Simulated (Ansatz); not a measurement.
Calculated with Ansatz (gas phase, PBE0-D4/def2-TZVP geometries, no zero-point term in ΔE). CCSD(T)/CBS is the MP2 limit (def2-TZVPP, def2-QZVPP) plus CCSD(T) − MP2 in def2-TZVPP, frozen cores. Functionals use def2-TZVPP. For Ge, Se outer-core shells are correlated without core-valence functions, which leaves a few kJ/mol of doubt a bond. Scalar relativity is left out up to krypton. One conformer a species, not always the lowest.

`B[NH][AlH][SeH]` + `[F][GeH]([F])[SeH]` → `[F][Ge]([F])([SeH])[SeH]` + `B[NH][AlH2]`  (formal exchange of groups at the Se–Al bond)

```
             level  ΔE (kcal/mol)
       LDA (SPW92)           14.4
         CAM-B3LYP           14.7
       HF/def2-SVP           16.4
CCSD(T)/def2-TZVPP           14.7
```

**Question.** What does CCSD(T)/CBS give? (An estimate is asked.)

**Answer.** Computed: +15.2 kcal/mol. The listed levels differ from it by -0.8, -0.5, 1.2, -0.5 kcal/mol.

Largest T1 diagnostic among the species: 0.012.

From BLYP to BHLYP (50 % exact exchange), in def2-TZVPP and without D4, ΔE moves by +1.7 kcal/mol. The D4 term adds −1.2 kcal/mol with B3LYP and −0.6 kcal/mol with PBE0; it sums over pairs of atoms, weighted by their polarisabilities, and B3LYP, whose exchange is more repulsive, gets the larger term.

CCSD(T)/CBS has its own doubt, a few kJ/mol and more with outer-core shells, so smaller differences from it don't rank the levels.

B3LYP here is the variant with VWN-RPA as its local correlation; programs differ in this.
